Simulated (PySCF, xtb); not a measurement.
Be(SH)(SeH) (BeH₂SSe), SMILES [SH][Be][SeH]. Other conformers were not sampled.

Harmonic wavenumbers (cm⁻¹) from GFN2-xTB (xtb 6.7.1) at its own minimum, in rising order: 152, 161, 194, 285, 408, 474, 911, 2135, 2500.

Q: What does B3LYP-D3(BJ)/def2-TZVP (PySCF) give at its own minimum? (An estimate is asked for; the answer gives what the named calculation found.)

A: 185, 187, 207, 287, 576, 641, 977, 2392, 2658. Paired by order, the mean absolute difference is 99 cm⁻¹ and the zero-point energies are 10.3 and 11.6 kcal/mol.
